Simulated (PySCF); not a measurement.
## Computed structure and properties of TlO(OH)

System: TlO(OH) (singlet); start: template (C1). Method: PySCF 2.14.0, RKS PBE0, Tl def2-SVP with ECP60, O def2-SVP, H def2-SVP; non-relativistic Hamiltonian with scalar-relativistic core potentials where named; density fitting; no spin-orbit coupling.

Input of the relaxation:

```python
mol = gto.M(atom='''
Tl     0.03081    -0.00038    -0.10283
O      1.53701    -0.00038     0.57127
O     -1.76039    -0.00038     0.69877
H     -2.71999     0.09022     0.75787''',
    basis={'Tl': 'def2-SVP', 'O': 'def2-SVP', 'H': 'def2-SVP'},
    ecp={'Tl': 'def2-SVP'},
    charge=0, spin=0)
mf = dft.RKS(mol, xc='PBE0')
mf.grids.atom_grid = (50, 194)
mf = mf.density_fit()  # fitting sets: Tl def2-universal-JKFIT, O def2-universal-JKFIT, H def2-universal-JKFIT
mf.conv_tol = 1e-08; mf.max_cycle = 55
mf.kernel(dm0)  # dm0: converged density of the start geometry
# quasi-Newton relaxation in Cartesian coordinates to a largest gradient under 0.00045 Eh/bohr, steps kept in the point group
```

Run from Python with OMP_NUM_THREADS=2; the lines above give its settings. Where DIIS fails, smearing, a level shift and second-order steps follow.
It took 18 s on 2 threads of Arm Neoverse V1, on a shared host, from the converged density of the start.

Course of the relaxation:

```csv
step,energy above end (eV),largest force component within the symmetry (eV/Å)
0,2.7076,13.915
1,1.0429,1.835
2,0.7531,1.300
3,0.5472,2.777
4,0.4109,1.606
5,0.2785,3.088
6,0.0991,1.802
7,0.0638,0.820
10,0.0029,0.241
11,0.0007,0.128
12,0.0004,0.075
13,0.0002,0.049
14,0.0000,0.007
15,0.0000,0.001
```
(The steps between are left out.)

Relaxed geometry (Cs):

```xyz
4

Tl   -0.0753    0.0034    0.5114
O     1.7791    0.0037    0.1331
O    -2.0382   -0.0121    1.0382
H    -2.5782    0.0941    0.2424
```

```
    contact      Å
 Tl1–O2 (O)  1.893
Tl1–O3 (OH)  2.032
```

On the finer grid (75, 302):

```json
{"HOMO": "-7.38 eV", "LUMO": "-2.32 eV", "Dipole about the centre of mass": "3.66 D", "Set of Mulliken populations of Tl1 outside the core potential": "s 3.35, p 6.85, d 10.08", "D3(BJ) dispersion energy (not in the energies)": "-0.043 eV"}
```

| atom | Mulliken (e) | Löwdin (e) | spin (e) |
| --- | --- | --- | --- |
| Tl1 | 0.73 | 0.52 | 0.00 |
| O2 | -0.50 | -0.37 | 0.00 |
| O3 | -0.44 | -0.24 | 0.00 |
| H4 | 0.21 | 0.09 | 0.00 |

A rough frequency check found all modes real, so this is a minimum.

Rigid scan of O along the line from its metal:

(distance to O2 (Å), energy (eV)): (1.59, 2.285), (1.69, 0.834), (1.79, 0.173), (1.89, 0.000), (1.99, 0.122), (2.09, 0.412), (2.19, 0.785), (2.34, 1.385)

Taking off one OH (charge -1, singlet; the rest: singlet) in vacuum, both parts rigid, costs 12.70 eV; the small basis without counterpoise inflates it. Most of it is the attraction of opposite charges; other ways to part are cheaper, and one spin state was tried for the rest.

Rigid scan of OH along the line from its metal:

distance to O3 (Å), energy (eV) and a bar:
```
     1.73      1.472 ############
     1.83      0.550 ####
     1.93      0.117 #
     2.03      0.000 
     2.13      0.085 #
     2.23      0.291 ##
     2.43      0.879 #######
     2.73      1.827 ###############
     3.13      2.853 #######################
     3.63      3.710 ##############################
```

One start shape was tried, so this needn't be the lowest isomer.
